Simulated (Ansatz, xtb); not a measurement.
**CH7NO2Si: where a starting geometry ends**

The starting geometry of this gas-phase singlet was built from a drawn formula by distance geometry and a force field; its bonds are those of `[O-][NH2+][SiH2]CO`.

```xyz
12

C     0.5253    1.4592   -1.5493
N     0.6408   -0.2461    0.8665
O     0.4377   -1.1910   -0.1496
O    -0.6824    0.7653   -1.7758
Si    1.2875    1.2774    0.2003
H    -0.2665    0.0295    1.3856
H     1.3496   -0.5629    1.6353
H     0.8488    2.3394    1.1052
H     2.7473    1.2466    0.1982
H     1.2517    1.1031   -2.2715
H     0.4247    2.5210   -1.7335
H    -0.4966   -0.1305   -1.5290
```

Question: Predict what becomes of its bonds when it is optimised with r2SCAN-D4/def2-SVP.

Answer: It rearranges to `NO[SiH2]CO`. Contacts that open: N2–Si5 (1.78 → 2.50 Å). Contacts that close: O3–Si5 (2.63 → 1.69 Å).

The energy falls by 1.64 eV over 26 steps:

| step | E − E(last) (eV) |
| --- | --- |
| 1 | 1.644 |
| 4 | 1.103 |
| 7 | 1.043 |
| 9 | 0.988 |
| 12 | 0.576 |
| 15 | 0.093 |
| 18 | 0.021 |
| 20 | 0.005 |
| 23 | 0.000 |
| 26 | 0.000 |

Final geometry (Å):

```xyz
12

C     0.4061    1.4601   -1.3814
N    -0.0845    0.1169    1.2874
O     1.2341   -0.2417    0.7914
O    -0.2544    0.2519   -1.7669
Si    1.7507    1.1022   -0.0866
H    -0.7193   -0.3656    0.6403
H    -0.1457   -0.3912    2.1730
H     2.0387    2.2970    0.7620
H     3.0014    0.6137   -0.7438
H     0.7942    2.0239   -2.2564
H    -0.3676    2.0990   -0.9248
H     0.4142   -0.3553   -2.1118
```

From the same start GFN2-xTB reaches the same bonding as this run.

No frequencies were run, so the end isn't proven a minimum. Run with Ansatz 0.2.0, 74 s on 2 threads of Arm Neoverse V1, on a shared host.
